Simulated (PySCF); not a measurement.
# Nonlinear optical response: 4-tolylboronic acid, C$_{7}$H$_{9}$BO$_{2}$

Geometry:
| atom | x (Å) | y (Å) | z (Å) |
| --- | --- | --- | --- |
| C1 | 3.266 | 0.414 | -0.297 |
| C2 | 1.776 | 0.250 | -0.236 |
| C3 | 1.069 | 0.460 | 0.952 |
| C4 | -0.315 | 0.308 | 0.992 |
| C5 | -1.049 | -0.058 | -0.143 |
| B6 | -2.607 | -0.241 | -0.124 |
| O7 | -3.243 | -0.497 | -1.298 |
| O8 | -3.365 | -0.163 | 1.010 |
| C9 | -0.331 | -0.264 | -1.333 |
| C10 | 1.050 | -0.115 | -1.378 |
| H11 | 3.752 | -0.500 | -0.674 |
| H12 | 3.547 | 1.232 | -0.980 |
| H13 | 3.690 | 0.640 | 0.691 |
| H14 | 1.612 | 0.748 | 1.857 |
| H15 | -0.823 | 0.489 | 1.947 |
| H16 | -4.191 | -0.601 | -1.167 |
| H17 | -2.847 | -0.007 | 1.804 |
| H18 | -0.879 | -0.547 | -2.235 |
| H19 | 1.582 | -0.285 | -2.319 |

Theory: PySCF 2.14.0, quadratic response CAM-B3LYP/aug-cc-pVDZ first hyperpolarisability, Taylor convention, gas phase. Geometry: PBE0-D3(BJ)/def2-SVP.

(1) Give β for the processes computed.

(2) Which lowest excitations, dipole and polarisabilities go with it?

## Answers

(1) In 10⁻³⁰ esu, Taylor convention; the vector part is βᵢ = ⅓ Σⱼ (βᵢⱼⱼ + βⱼᵢⱼ + βⱼⱼᵢ); β∥ is 3/5 of the vector part along the dipole, the dipole points from − to +:
| process | λ (nm) | β vector norm | β∥ | β HRS | depolarisation ratio |
| --- | --- | --- | --- | --- | --- |
| static β(0;0,0) | ∞ | 1.58 | 0.50 | 0.88 | 2.70 |
| second harmonic β(−2ω;ω,ω) | 1907 | 1.72 | 0.55 | 0.94 | 2.77 |
| Pockels β(−ω;ω,0) | 1907 | 1.63 | 0.51 | – | – |
| second harmonic β(−2ω;ω,ω) | 1064 | 2.08 | 0.68 | 1.10 | 2.93 |
| Pockels β(−ω;ω,0) | 1064 | 1.73 | 0.55 | – | – |

(2) S1 5.19 eV (f = 0.006); S2 5.65 eV (f = 0.175); S3 6.18 eV (f = 0.001); dipole 1.51 D; isotropic α 105.2 au static, 105.6 au at 1907 nm, 106.5 au at 1064 nm, 106.9 au at 953.5 nm, 110.9 au at 532 nm.
